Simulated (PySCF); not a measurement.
A GIAO shielding run with PySCF (density fitting, non-relativistic, gas phase) on `C[S@@](=O)[C@@H]1[SiH2][SiH2][SiH2]C1=O`, C3H10O2SSi3:

```
$ OMP_NUM_THREADS=1 python probes_run.py task.json out

{"job": {"kind": "nmr", "xc": "PBE0", "basis": "pcSseg-1"}, "charge": 0, "multiplicity": 1}
C      2.730071    -0.714604     0.448399
S      0.985370    -1.213807     0.149194
O      0.268680    -0.960370     1.422252
C      0.504462     0.218873    -0.865867
Si    -0.042846     1.558214     0.435049
Si    -2.057907     0.609538     1.097064
Si    -2.166596    -0.914513    -0.660894
C     -0.685024    -0.186976    -1.673636
O     -0.751965     0.026944    -2.867643
H      3.264507    -0.792163    -0.491710
H      2.769217     0.294879     0.838915
H      3.143224    -1.410291     1.171725
H      1.332398     0.510597    -1.511450
H      1.111374     1.763717     1.317405
H     -0.064766     2.779685    -0.387124
H     -2.089425     0.060770     2.450860
H     -3.135673     1.622974     1.080671
H     -1.825721    -2.312288    -0.372808
H     -3.299183    -0.931930    -1.587864
```

Hardware: 1 thread of an Arm Neoverse V1, shared host. The job also computes population analyses, field gradients, ring-centre shieldings.

Task: How large is the calculation?

Result: 102 electrons, 231 basis functions and 1295 auxiliary functions.

Task: How long does it take, and how much memory does it need?

Result: 57 s of wall time, with 15 SCF cycles and 5 response iterations; peak memory 1.1 GiB. Times on a shared host scatter by some tens of per cent.
